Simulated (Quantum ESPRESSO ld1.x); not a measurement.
Values are calculated unless marked as measured or tabulated.
V4+, 19 electrons, occupied as [Ar] 3d1. Code: ld1.x of Quantum ESPRESSO 7.5. Model: non-relativistic Kohn-Sham, LDA (Slater exchange, Perdew-Zunger correlation), spin-polarised, spherical densities, point nucleus; open shells are filled with parallel spins first.

Normalised radial functions P(r) = r R(r), r in bohr:

```
   r/bohr * 2p up, o 3s up, + 3p up (the largest magnitude, 1.85, reaches the edge; | marks zero, & curves that meet)
  0.00246                             &o
 0.002774                             &o
 0.003128                             &o
 0.003498                             &o
 0.003944                             &o
 0.004447                             &o
 0.005014                             & o
 0.005653                             & o
 0.006374                             & o
  0.00713                             & o
 0.008039                             & o
 0.009064                             &  o
  0.01022                             +* o
  0.01152                             +* o
  0.01299                             +* o
  0.01453                             +*  o
  0.01638                             +*  o
  0.01847                             |&  o
  0.02083                             |+*  o
  0.02348                             |+*  o
  0.02648                             |+ * o
  0.02985                             |+ * o
  0.03339                             | + *o
  0.03765                             | +  &
  0.04245                             | +  o*
  0.04786                             |  + o *
  0.05396                             |  +o    *
  0.06084                             |  o+     *
  0.06805                             |  o+       *
  0.07673                             | o  +        *
  0.08651                             o     +         *
  0.09754                            o|      +          *
     0.11                          o  |      +            *
    0.124                         o   |       +             *
   0.1387                       o     |       +               *
   0.1564                      o      |       +                *
   0.1763                     o       |       +                 *
   0.1988                    o        |       +                  *
   0.2241                    o        |      +                   *
   0.2527                     o       |     +                   *
   0.2827                      o      |   +                    *
   0.3187                        o    | +                    *
   0.3593                           o+|                   *
   0.4052                         +   | o              *
   0.4568                      +      |    o        *
    0.515                   +         |        o *
   0.5807                 +           |       *    o
   0.6495               +             |     *        o
   0.7324             +               |   *            o
   0.8257             +               | *              o
    0.931             +               |*              o
     1.05              +              |*             o
    1.184                +            *           o
    1.324                  +          *         o
    1.493                     +       *      o
    1.683                       +     *    o
    1.897                         +   *  o
    2.139                          +  * o
    2.412                           + *o
    2.698                            +*o
    3.042                             &
     3.43                             &
    3.867                             &
```

2p up: eigenvalue -558.95 eV, 0 radial nodes, <r> = 0.276 bohr, 90 % of the charge inside 0.453 bohr. 3s up: eigenvalue -122.32 eV, 2 radial nodes at r = 0.0884, 0.383 bohr, <r> = 0.930 bohr, 90 % of the charge inside 1.38 bohr. 3p up: eigenvalue -96.761 eV, 1 radial node at r = 0.349 bohr, <r> = 0.970 bohr, 90 % of the charge inside 1.48 bohr.
